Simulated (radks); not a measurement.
The silicon anion Si4-, [Ar], held by a Watson sphere: a shell of charge +4 at radius R that stands for the Madelung well of a crystal (potential energy -4/R inside, -4/r outside, in hartree with lengths in bohr). All-electron calculation, scalar-relativistic Kohn-Sham, r2SCAN, spin-polarised, spherical densities, finite nucleus; meta-GGA in the generalised Kohn-Sham scheme; Fermi nuclear charge, rms radius of each element as measured or else 0.836 A^(1/3) + 0.57 fm. Program: a radial shooting solver on a logarithmic mesh with Libxc functionals.

R (bohr),e(2p) (eV),e(3s) (eV),e(3p) (eV),<r> 3p (bohr),sum of <r^2> (bohr^2),X-ray form factor at sin(theta)/lambda = 0.2 1/angstrom
1.95,-95.157,-16.289,-8.353,2.355,51.17,10.334
2.12,-94.477,-15.557,-8.024,2.444,54.64,10.145
2.91,-93.983,-12.648,-6.441,2.870,72.99,9.564
2.93,-93.991,-12.587,-6.403,2.881,73.49,9.555
4.22,-94.514,-9.775,-4.399,3.594,109.6,9.424
4.33,-94.539,-9.624,-4.271,3.656,113.1,9.435
4.55,-94.579,-9.353,-4.032,3.782,120.2,9.459
